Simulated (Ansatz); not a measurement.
System: GaO$_{2}$H$_{3}$, charge 0, singlet. GaO2H3 (SMILES [OH][GaH][OH]).
B3LYP-D3(BJ)/def2-TZVP minimum from Ansatz (a quantum-chemistry and plane-wave program):
```
Ga
O 1 1.7869
H 2 0.9633 1 112.93
O 1 1.7968 2 112.40 3 0.00
H 4 0.9617 1 115.19 2 180.00
H 1 1.5468 2 121.51 3 -180.00
```
Charge 0, spin multiplicity 1.

Total energies in cc-pVDZ, 18 correlated electrons, 16 frozen orbitals. Radicals and triplets start from unrestricted determinants; spin-orbit coupling is neglected. Correlated methods leave the cores frozen (noble-gas shells, and filled d and f shells in the p block). No relativity.

| method | program | energy (Eh) | minus CCSDT(Q) (mEh) |
|---|---|---|---|
| HF | Ansatz | -2074.74586 | 479.70 |
| MP2 | Ansatz | -2075.19745 | 28.11 |
| CCSD | Ansatz | -2075.21337 | 12.20 |
| CCSD(T) | Ansatz | -2075.22341 | 2.15 |
| CCSDT(Q) | Ansatz | -2075.22556 | 0.00 |

Rough core times of Ansatz's runs on a shared machine: CCSD(T) under 20 s, CCSDT(Q) 90 s.
